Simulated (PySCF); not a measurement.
PySCF job for Sn(Me)(Cl)3 (CH₃Cl₃Sn), SMILES [Sn]([Cl])([Cl])([CH3])[Cl], TDDFT-B3LYP/def2-SVPD. Coordinates come from a B3LYP-D3(BJ)/def2-SVP optimisation. The isomer is the one that the SMILES or the coordinates give; other isomers of the formula were not compared. The def2 effective core potentials stand for the cores of Sn; spin–orbit coupling is left out.

```python
import numpy as np
from pyscf import gto, scf, dft, tdscf

mol = gto.M(
    atom='''
    C     0.00000000   -0.00000000    2.36609292
    Sn    0.00000000    0.00000000    0.21953252
    Cl   -0.66689257    2.08185934   -0.65266687
    Cl    2.13638935   -0.46338376   -0.65266688
    Cl   -1.46949679   -1.61847558   -0.65266687
    H    -0.71459013   -0.76146806    2.70427561
    H     1.01674576   -0.23811919    2.70427560
    H    -0.30215560    0.99958724    2.70427561
    ''',
    basis='def2-SVPD',
    ecp={'Sn': 'def2-svp'},
    charge=0,
    spin=0,
    symmetry=True,
    max_memory=1600,
    verbose=4,
)
mf = dft.RKS(mol, xc='b3lyp').density_fit(auxbasis='def2-universal-jkfit')
mf.grids.level = 3
mf.conv_tol = 1e-9
mf.max_cycle = 100
mf.kernel()
mf.grids = dft.Grids(mol).set(level=1).build(with_non0tab=True)  # coarser grid for the response kernel
td = tdscf.TDDFT(mf)
td.singlet = True
td.nstates = 10
td.conv_tol = 1e-4
td.positive_eig_threshold = 1e-6
td.kernel(x0=td.get_init_guess(mf, 15))
td.analyze()
tt = tdscf.TDA(mf)
tt.singlet = False
tt.nstates = 4
tt.conv_tol = 1e-4
tt.positive_eig_threshold = 1e-6
tt.kernel(x0=tt.get_init_guess(mf, 9))
tt.analyze(verbose=3)
```

Log of the run:

```
PySCF version 2.14.0

[INPUT] verbose = 4
[INPUT] num. atoms = 8
[INPUT] num. electrons = 82
[INPUT] charge = 0
[INPUT] spin (= nelec alpha-beta = 2S) = 0
[INPUT] symmetry True subgroup None
[INPUT] Mole.unit = angstrom
[INPUT] Symbol           X                Y                Z      unit          X                Y                Z       unit  Magmom
[INPUT]  1 C      0.000000000000   0.000000000000   2.366092920000 AA    0.000000000000   0.000000000000   4.471267604072 Bohr   0.0
[INPUT]  2 Sn     0.000000000000   0.000000000000   0.219532520000 AA    0.000000000000   0.000000000000   0.414856338236 Bohr   0.0
[INPUT]  3 Cl    -0.666892570000   2.081859340000  -0.652666870000 AA   -1.260244311807   3.934143982468  -1.233361634877 Bohr   0.0
[INPUT]  4 Cl     2.136389350000  -0.463383760000  -0.652666880000 AA    4.037190766938  -0.875668396971  -1.233361653774 Bohr   0.0
[INPUT]  5 Cl    -1.469496790000  -1.618475580000  -0.652666870000 AA   -2.776946474027  -3.058475585497  -1.233361634877 Bohr   0.0
[INPUT]  6 H     -0.714590130000  -0.761468060000   2.704275610000 AA   -1.350379637017  -1.438966086004   5.110340268241 Bohr   0.0
[INPUT]  7 H      1.016745760000  -0.238119190000   2.704275600000 AA    1.921371024713  -0.449980054103   5.110340249344 Bohr   0.0
[INPUT]  8 H     -0.302155600000   0.999587240000   2.704275610000 AA   -0.570991331004   1.888946121210   5.110340268241 Bohr   0.0

nuclear repulsion = 491.79297911261
point group symmetry = C3, use subgroup C1
symmetry origin: [-2.40510608e-09 -1.71793285e-10 -3.43586572e-09]
symmetry axis x: [ 9.70599646e-01 -2.40699661e-01 -4.31106747e-09]
symmetry axis y: [2.40699661e-01 9.70599646e-01 2.02828048e-10]
symmetry axis z: [ 4.13549994e-09 -1.23453740e-09  1.00000000e+00]
num. orbitals of irrep A = 157
number of shells = 65
number of NR pGTOs = 262
number of NR cGTOs = 157
basis = def2-SVPD
ecp = {'Sn': 'def2-svp'}


[settings echo left out]
init E= -1611.46458735762
  HOMO = -0.686055838384783  LUMO = -0.60821215151293  gap/eV = 2.11823
cycle= 1 E= -1632.41590312284  delta_E=  -21  |g|= 3.06  |ddm|= 10.4
  HOMO = 0.0580017360680272  LUMO = 0.0601601837339299  gap/eV = 0.05873
cycle= 2 E= -1609.32756806127  delta_E= 23.1  |g|= 9.54  |ddm|= 61.7
  HOMO = -0.350993973768425  LUMO = -0.117295800442264  gap/eV = 6.35925
cycle= 3 E= -1634.47401971169  delta_E= -25.1  |g|= 0.696  |ddm|= 61.2
  HOMO = -0.293040379662606  LUMO = -0.0974228076546453  gap/eV = 5.32303
cycle= 4 E= -1634.55477363359  delta_E= -0.0808  |g|= 0.486  |ddm|= 1.57
  HOMO = -0.327034438570029  LUMO = -0.107511195318153  gap/eV = 5.97353
cycle= 5 E= -1634.62119657177  delta_E= -0.0664  |g|= 0.0599  |ddm|= 0.676
  HOMO = -0.327271551694415  LUMO = -0.107167314612227  gap/eV = 5.98934
cycle= 6 E= -1634.62201314734  delta_E= -0.000817  |g|= 0.0349  |ddm|= 0.118
  HOMO = -0.327746489542775  LUMO = -0.107225920996918  gap/eV = 6.00067
cycle= 7 E= -1634.62235202165  delta_E= -0.000339  |g|= 0.00508  |ddm|= 0.0438
  HOMO = -0.32856927318862  LUMO = -0.107907971312912  gap/eV = 6.00450
cycle= 8 E= -1634.62235870231  delta_E= -6.68e-06  |g|= 0.00111  |ddm|= 0.0081
  HOMO = -0.328411173519268  LUMO = -0.10773530892471  gap/eV = 6.00490
cycle= 9 E= -1634.62235907279  delta_E= -3.7e-07  |g|= 0.000205  |ddm|= 0.00168
  HOMO = -0.328407179030417  LUMO = -0.107732977896703  gap/eV = 6.00485
cycle= 10 E= -1634.62235908453  delta_E= -1.17e-08  |g|= 3.59e-05  |ddm|= 0.000308
  HOMO = -0.328406983521844  LUMO = -0.107732660291802  gap/eV = 6.00485
cycle= 11 E= -1634.62235908493  delta_E= -3.98e-10  |g|= 1.05e-05  |ddm|= 5.61e-05
  HOMO = -0.328407213229481  LUMO = -0.107733436930964  gap/eV = 6.00484
Extra cycle  E= -1634.62235908493  delta_E= -4.55e-12  |g|= 9.96e-06  |ddm|= 2.43e-05
converged SCF energy = -1634.62235908493
tot grids = 39576
Overwritten attributes  positive_eig_threshold  of <class 'pyscf.tdscf.rks.TDDFT'>


******** <class 'pyscf.tdscf.rks.TDDFT'> for <class 'pyscf.df.df_jk.DFRKS'> ********
nstates = 10 singlet
deg_eia_thresh = 1.000e-03
wfnsym = None
conv_tol = 0.0001
eigh lindep = 1e-12
eigh level_shift = 0
eigh max_cycle = 100


Excitation energies (eV)
[4.96884724 5.17807512 5.17818864 5.22592489 5.40639036 5.40653437
 6.84151429 7.04919731 7.0492753  7.25355605]

** Singlet excitation energies and oscillator strengths **
Excited State   1:    A      4.96885 eV    249.52 nm  f=0.0000
      40 -> 42        0.70485
Excited State   2:    A      5.17808 eV    239.44 nm  f=0.0196
      36 -> 42        0.17020
      39 -> 42       -0.67679
Excited State   3:    A      5.17819 eV    239.44 nm  f=0.0196
      37 -> 42        0.17023
      38 -> 42       -0.67678
Excited State   4:    A      5.22592 eV    237.25 nm  f=0.0879
      35 -> 42        0.15840
      41 -> 42        0.68494
Excited State   5:    A      5.40639 eV    229.33 nm  f=0.0249
      37 -> 42       -0.67832
      38 -> 42       -0.16069
Excited State   6:    A      5.40653 eV    229.32 nm  f=0.0249
      36 -> 42        0.67833
      39 -> 42        0.16065
Excited State   7:    A      6.84151 eV    181.22 nm  f=0.1152
      35 -> 42       -0.64865
      38 -> 44       -0.11107
      39 -> 43        0.11106
      41 -> 42        0.14515
Excited State   8:    A      7.04920 eV    175.88 nm  f=0.0436
      33 -> 42        0.50583
      34 -> 42       -0.26240
      40 -> 43       -0.11256
      40 -> 44        0.34453
      41 -> 43        0.14168
Excited State   9:    A      7.04928 eV    175.88 nm  f=0.0436
      33 -> 42       -0.26237
      34 -> 42       -0.50590
      40 -> 43        0.34445
      40 -> 44        0.11241
      41 -> 44       -0.14181
Excited State  10:    A      7.25356 eV    170.93 nm  f=0.0017
      40 -> 43        0.30719
      41 -> 43        0.17358
      41 -> 44        0.59746

** Transition electric dipole moments (AU) **
state          X           Y           Z        Dip. S.      Osc.
  1        -0.0001      0.0000      0.0003      0.0000      0.0000
  2         0.0923     -0.3825     -0.0010      0.1548      0.0196
  3        -0.3825     -0.0922      0.0007      0.1548      0.0196
  4         0.0005     -0.0004      0.8284      0.6862      0.0879
  5        -0.4334      0.0073      0.0001      0.1879      0.0249
  6         0.0072      0.4334     -0.0000      0.1879      0.0249
  7         0.0002     -0.0000      0.8291      0.6873      0.1152
  8         0.4647     -0.1915     -0.0002      0.2526      0.0436
  9        -0.1914     -0.4648     -0.0001      0.2527      0.0436
 10        -0.0808     -0.0534      0.0004      0.0094      0.0017

WARN: ECP detected. Skipping calculation of transition velocity and magnetic dipole moments, which have not yet been implemented.

Overwritten attributes  positive_eig_threshold  of <class 'pyscf.tdscf.rks.TDA'>


******** <class 'pyscf.tdscf.rks.TDA'> for <class 'pyscf.df.df_jk.DFRKS'> ********
nstates = 4 triplet
deg_eia_thresh = 1.000e-03
wfnsym = None
conv_tol = 0.0001
eigh lindep = 1e-12
eigh level_shift = 0
eigh max_cycle = 100


Excitation energies (eV)
[4.50929758 4.65602353 4.76107241 4.76119043]

** Triplet excitation energies and oscillator strengths **
Excited State   1:    A      4.50930 eV    274.95 nm  f=0.0000
Excited State   2:    A      4.65602 eV    266.29 nm  f=0.0000
Excited State   3:    A      4.76107 eV    260.41 nm  f=0.0000
Excited State   4:    A      4.76119 eV    260.41 nm  f=0.0000
```

The program stopped with an error.
